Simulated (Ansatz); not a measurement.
Ansatz (a first-principles code) input for CF₂I, SMILES F[C](F)I (connectivity only; charge and spin as stated), charge +1, multiplicity 1, PBE-D3(BJ)/def2-SVP. 

Ansatz 0.2 input:
```yaml
crystal:
  periodic: [false, false, false]
  atoms:
    - {symbol: F, position_ang: [0.00000000, 1.05305857, -1.89356131]}
    - {symbol: C, position_ang: [0.00000000, 0.00000000, -1.21792805]}
    - {symbol: F, position_ang: [0.00000000, -1.05305857, -1.89356131]}
    - {symbol: I, position_ang: [0.00000000, 0.00000000, 0.78097494]}
basis:
  gaussian:
    orbitals: def2-SVP
hamiltonian:
  xc: pbe
  dispersion: d3bj
total_charge: 1
relax: {f_tol: 0.002, max_steps: 200}
```

It prints:

```
WARN ansatz: RAYON_NUM_THREADS=1 ignored (pool sized by the plan → 1); use --threads N
Functional definition: PBE
integrals: 0.02 GiB planned
770 factors; their error is unknown
mean field: 0.14 GiB planned
mean field evaluation 1: about -14530.2654 eV, gradient 8.9e1 eV
mean field evaluation 2: about -14450.4441 eV, gradient 2.1e2 eV
mean field evaluation 4: about -14546.7599 eV, gradient 4.0e1 eV
mean field evaluation 8: about -14550.0933 eV, gradient 2.0e-1 eV
mean field evaluation 16: about -14550.0648 eV, gradient 4.6e-4 eV
mean field -14550.06478848 eV, -534.7050185887 hartree, gradient 1.1e-5 eV, S^2 0.000000; 0 other end points of the search recorded, 0 dependent functions left out
the calculation of the forces begins
reference -14550.06480731 eV, -534.7050192805 hartree; 24, 24 occupied and 44, 44 virtual orbitals, 770 factors
relax step   1: F+E_penalty+E_count = -14550.13275397 eV  Δ(F+E_penalty+E_count) = +0.000e0 eV  max|allowed force component| = 1.074e0 eV/Å  Δτ_max = 0.0000 Å  (29 SCF iters, accepted)
these checks for a lower state are left out or cut short: starts, cluster_reference, orbital_swaps, neighbouring_geometries, increment
integrals: 0.02 GiB planned
770 factors; their error is unknown
mean field: 0.14 GiB planned
mean field -14550.08829297 eV, -534.7058823626 hartree, gradient 1.1e-5 eV, S^2 0.000000; 0 other end points of the search recorded, 0 dependent functions left out
the calculation of the forces begins
reference -14550.08831186 eV, -534.7058830566 hartree; 24, 24 occupied and 44, 44 virtual orbitals, 770 factors
relax step   2: F+E_penalty+E_count = -14550.15599078 eV  Δ(F+E_penalty+E_count) = -2.324e-2 eV  max|allowed force component| = 4.008e-1 eV/Å  Δτ_max = 0.0186 Å  (29 SCF iters, accepted)
these checks for a lower state are left out or cut short: starts, cluster_reference, orbital_swaps, neighbouring_geometries, increment
integrals: 0.02 GiB planned
770 factors; their error is unknown
mean field: 0.14 GiB planned
mean field evaluation 32: about -14550.0907 eV, gradient 1.9e-5 eV
mean field -14550.09072626 eV, -534.7059717842 hartree, gradient 1.1e-5 eV, S^2 0.000000; 0 other end points of the search recorded, 0 dependent functions left out
the calculation of the forces begins
reference -14550.09074515 eV, -534.7059724787 hartree; 24, 24 occupied and 44, 44 virtual orbitals, 770 factors
relax step   3: F+E_penalty+E_count = -14550.15841315 eV  Δ(F+E_penalty+E_count) = -2.422e-3 eV  max|allowed force component| = 8.821e-2 eV/Å  Δτ_max = 0.0051 Å  (29 SCF iters, accepted)
these checks for a lower state are left out or cut short: starts, cluster_reference, orbital_swaps, neighbouring_geometries, increment
integrals: 0.02 GiB planned
770 factors; their error is unknown
mean field: 0.14 GiB planned
mean field -14550.09077046 eV, -534.7059734086 hartree, gradient 1.1e-5 eV, S^2 0.000000; 0 other end points of the search recorded, 0 dependent functions left out
the calculation of the forces begins
reference -14550.09078936 eV, -534.7059741032 hartree; 24, 24 occupied and 44, 44 virtual orbitals, 770 factors
relax step   4: F+E_penalty+E_count = -14550.15846094 eV  Δ(F+E_penalty+E_count) = -4.779e-5 eV  max|allowed force component| = 4.014e-2 eV/Å  Δτ_max = 0.0019 Å  (29 SCF iters, accepted)
these checks for a lower state are left out or cut short: starts, cluster_reference, orbital_swaps, neighbouring_geometries, increment
integrals: 0.02 GiB planned
770 factors; their error is unknown
mean field: 0.14 GiB planned
mean field -14550.09079689 eV, -534.7059743800 hartree, gradient 8.2e-5 eV, S^2 0.000000; 0 other end points of the search recorded, 0 dependent functions left out
the calculation of the forces begins
reference -14550.09081579 eV, -534.7059750745 hartree; 24, 24 occupied and 44, 44 virtual orbitals, 770 factors
relax step   5: F+E_penalty+E_count = -14550.15849132 eV  Δ(F+E_penalty+E_count) = -3.038e-5 eV  max|allowed force component| = 4.436e-4 eV/Å  Δτ_max = 0.0009 Å  (19 SCF iters, accepted)
integrals: 0.02 GiB planned
770 factors; their error is unknown
mean field: 0.14 GiB planned
mean field evaluation 64: about -14550.0908 eV, gradient 5.5e-4 eV
mean field -14550.09079689 eV, -534.7059743800 hartree, gradient 8.2e-5 eV, S^2 0.000000; 1 other end points of the search recorded, 0 dependent functions left out
the calculation of the forces begins
reference -14550.09081579 eV, -534.7059750745 hartree; 24, 24 occupied and 44, 44 virtual orbitals, 770 factors
Total energy: -14550.15851022 eV, -534.7084627991 hartree
Atom 0 at     0.000000     1.069321    -1.901939 Å, force     0.000000     0.000217    -0.000374 eV/Å
Atom 1 at    -0.000000     0.000000    -1.217312 Å, force    -0.000000    -0.000000     0.000444 eV/Å
Atom 2 at     0.000000    -1.069321    -1.901939 Å, force    -0.000000    -0.000217    -0.000374 eV/Å
Atom 3 at     0.000000    -0.000000     0.797114 Å, force     0.000000    -0.000000     0.000304 eV/Å
Dipole moment:    -0.000000     0.000000    -0.176303 e Å
```

Self-consistency was reached.
